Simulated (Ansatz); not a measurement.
BH3N (SMILES [BH]N) moved off its minimum; all values from Ansatz (an electronic-structure program), cores frozen in correlated methods. Open shells are unrestricted.
(charge 0, multiplicity 2)
```xyz
5

B      0.81772    -0.37299    -0.03310
N     -0.46749     0.15394     0.00134
H      1.73620     0.34948    -0.14873
H     -0.78988     1.14626    -0.09505
H     -1.28567    -0.50424    -0.06025
```

### Question
Give the forces (eV/Å), the total energy and the dipole at CCSD(T)/aug-cc-pVTZ.

### Answer

| atom | Fx | Fy | Fz |
|---|---|---|---|
| B1 | -0.439 | 0.510 | -0.107 |
| N2 | -2.201 | -0.389 | -0.403 |
| H3 | 0.647 | 0.088 | 0.083 |
| H4 | 0.803 | -1.308 | 0.143 |
| H5 | 1.190 | 1.099 | 0.284 |
Energy -81.2141 hartree, dipole 2.17 D.
